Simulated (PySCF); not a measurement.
# What a mistake does to a calculation on AlCGeH6O

Calculated results; nothing here was measured. They come from PySCF 2.14.0, an open-source quantum chemistry program, on an isolated molecule that a program drew, which may never have been made. The molecule is AlCGeH6O (charge 0, doublet), drawn as the SMILES string `[AlH2][O][CH2][GeH2]`.

Each row is a Hartree-Fock (HF) and frozen-core CCSD(T) single point in the cc-pV(D+d)Z basis, meant for a local HF minimum. Run 1 is clean. Each other run has one planted mistake out of seven kinds, and not every kind appears here: one electron removed, one electron added, multiplicity raised by two, geometry at a saddle point, minimal basis STO-3G, one bond length entered in bohr, all coordinates scaled. The reference is restricted for singlets and unrestricted otherwise, and also for a bond in bohr. Adding or removing an electron swaps singlet and doublet. Electrons count all cores. HOMO and LUMO are orbital energies over both spins, the gradient is its largest component, and the lowest frequency (negative if imaginary) is given only where the gradient is small. Bond lengths are over the 9 bonds as drawn. T1 is the CCSD diagnostic: over 0.02 (restricted) or 0.045 (unrestricted) a single reference is doubtful. Germanium has the cc-pVDZ-PP basis, with a core potential (ECP10MDF) in place of its 10 inner electrons, and its 3s, 3p and 3d shells are frozen in CCSD(T).

Geometry of the clean run:
```xyz
10
AlCGeH6O, angstrom
Al   -1.3251    1.6034   -0.8510
O     0.3550    1.7003   -0.7627
C     1.3684    2.3379   -0.0434
Ge    2.3839    0.9902    1.0054
H    -1.9257    0.6216   -1.9187
H    -2.1964    2.4877    0.1219
H     2.0508    2.8366   -0.7348
H     0.9703    3.0998    0.6344
H     3.0603   -0.0316    0.0781
H     1.4272    0.2544    1.9634
```

```
run,electrons,basis functions,<S^2>,HOMO (eV),LUMO (eV),gradient (hartree/bohr),lowest frequency (cm^-1),mean bond (Å),longest bond (Å),T1,HF (hartree),CCSD(T) (hartree),mistake
1,65,104,0.754,-8.55,1.29,7.7e-06,45,1.4978,1.987,0.0154,-651.51151,-652.04827,no fault
2,65,104,1.693,-7.01,0.73,2.7e-02,-,1.6644,3.184,0.0387,-651.37756,-651.88767,one bond length entered in bohr
3,64,104,0.000,-14.99,-6.72,6.1e-02,-,1.4978,1.987,0.0239,-651.23036,-651.76400,one electron removed
4,65,104,0.754,-8.33,1.62,7.5e-02,-,1.3705,1.818,0.0134,-651.43029,-651.95371,?
5,65,104,3.789,-4.36,-1.78,1.3e-01,-,1.4978,1.987,0.0489,-651.32248,-651.84001,?
```

**Which mistake was planted in run 4, and what did it cost?**

The mean and the longest bond both change by the same factor, 0.915, and the gradient is no longer small. So the mistake is: all coordinates scaled. Subtracting run 1 and multiplying by 627.51 kcal/mol a hartree, the energy moved by 51.0 kcal/mol in HF and 59.3 kcal/mol in CCSD(T).

**Which mistake was planted in run 5, and what did it cost?**

Electrons, basis and geometry are unchanged, and <S^2> is 3.789, beside S(S+1) = 3.75 for a multiplicity of 4. So the mistake is: multiplicity raised by two. Subtracting run 1 and multiplying by 627.51 kcal/mol a hartree, the energy moved by 118.6 kcal/mol in HF and 130.7 kcal/mol in CCSD(T).

Cautions from the logs. Run 3: T1 is over the limit, so its CCSD(T) energy is less reliable; run 5: T1 is over the limit, so its CCSD(T) energy is less reliable.
